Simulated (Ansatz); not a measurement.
System: CH₅BO, charge 0, multiplicity 1. 
Structure (B3LYP-D3(BJ)/def2-TZVP (Ansatz, a program for electronic structure) minimum search):
SMILES: BOC
```xyz
8

B      1.2673     0.2797    -0.1845
O      0.1862    -0.3130     0.3439
C     -1.1411    -0.0162    -0.0807
H      2.3289    -0.0472     0.2489
H      1.1451     1.0981    -1.0525
H     -1.6029    -0.9336    -0.4463
H     -1.7076     0.3478     0.7766
H     -1.1430     0.7377    -0.8708
```

Basis-set convergence of Hartree-Fock and CCSD correlation energies (hartree) with Ansatz. Cores are frozen in the correlated levels unless marked. No spin-orbit coupling. No relativistic terms.

| basis | functions | E(HF) | E(corr, CCSD) |
|---|---|---|---|
| aug-cc-pVDZ | 114 | -140.36116 | -0.47285 |
| aug-cc-pVTZ | 253 | -140.40281 | -0.55705 |
| aug-cc-pVQZ | 470 | -140.41202 | -0.58316 |

Extrapolating the two largest sets (X = 3 and 4) as X^-3: E(corr) = (64·(-0.58316) - 27·(-0.55705))/37 = -0.6022 Eh, an estimate of the basis-set limit. The largest set recovers 96.8 % of it, the smallest 78.5 %.
